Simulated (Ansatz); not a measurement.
The same group exchange along the group Mg, Zn, Cd.

Program: Ansatz. Geometries: PBE0-D4/def2-TZVP. ΔE: electronic, gas phase. CBS: MP2 limit from def2 TZ/QZ plus the TZ coupled-cluster correction, frozen cores. This one scheme is used for every species. DFT in def2-TZVPP. Elements past krypton have def2 core potentials. For Br, Cd, Mg, Zn outer-core shells are correlated without core-valence functions, which leaves a few kJ/mol of doubt a bond. Scalar relativity is left out up to krypton.

```
                                    reaction  r2SCAN-D4 (eV)
`[Br][Mg][Br]` + CH₄ → `[CH3][Mg][Br]` + HBr            2.33
`[Br][Zn][Br]` + CH₄ → `[CH3][Zn][Br]` + HBr            1.59
`[Br][Cd][Br]` + CH₄ → `[CH3][Cd][Br]` + HBr            1.60
```

Question: Give the CCSD(T)/CBS values in the same order. (Estimate.)

Answer: Computed: 2.26, 1.66, 1.64 eV.

Largest T1 diagnostic: 0.011, for `[CH3][Zn][Br]`.
